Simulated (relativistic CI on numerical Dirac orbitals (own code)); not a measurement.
**Nd³⁺: 4f valence photoemission**

Computed with this model: Dirac-Coulomb-Breit CI, KLI orbitals optimised for each configuration, model QED (radiative potential, 1s self-energy scaled to tabulated hydrogen-like ionisation energies), valence Slater integrals scaled by 0.8, multiplet model of photoemission in the sudden approximation; configurations [Xe] 4f3 → [Xe] 4f2; 300 K; Lorentzian 0.21 eV and Gaussian 0.3 eV FWHM. Energies are those of the free ion, without screening or charge transfer. The energies are binding energies and can lie tens of eV above those of solids. S is read from ⟨S²⟩ = S(S + 1).

free ion: ground-state S = 1.48, centroid 38.62 eV. Peaks (eV, height): 38.4 (100), 39.2 (35).

Strongest unbroadened transitions for free ion:

| Energy (eV) | Relative strength |
| --- | --- |
| 38.41 | 100.0 |
| 38.75 | 14.0 |
| 39.10 | 0.4 |
| 39.18 | 29.1 |
| 39.39 | 0.2 |
| 39.40 | 3.4 |
| 39.85 | 0.3 |
| 41.55 | 0.0 |
